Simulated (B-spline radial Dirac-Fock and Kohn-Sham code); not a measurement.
**Binding energies of Sm⁴⁵⁺ at several levels of theory**

System: samarium as Sm⁴⁵⁺ in the configuration [Ne] 3s2 3p5.

The density-functional columns are spherical, spin-unpolarised Dirac-Kohn-Sham results without Breit or QED terms: −ε is minus the orbital energy of the initial state and ΔSCF the difference of two total energies. The reference in the last column comes from multi-electron Dirac-Fock with separately optimised hole states, Breit and Lamb-shift corrections added in first order. All numbers are from a B-spline atomic structure program, in eV; a selection of levels is shown. For the 1s level of heavy atoms much of the gap between ΔSCF and the reference is the Breit and QED part, -195.8 eV here; for other levels the error of the functional can be larger.

```
level   LDA −ε  LDA ΔSCF  Dirac-Fock
   1s  49454.8   49938.8     49755.0
   2s  10389.1   10506.3     10547.9
2p1/2  10026.2   10167.0     10146.3
   3s   4013.9    4063.1      4076.1
   3p   3776.0    3826.7      3819.8
```

Values without a named source are computed, but for edge energies of neutral atoms, which are taken from tables.
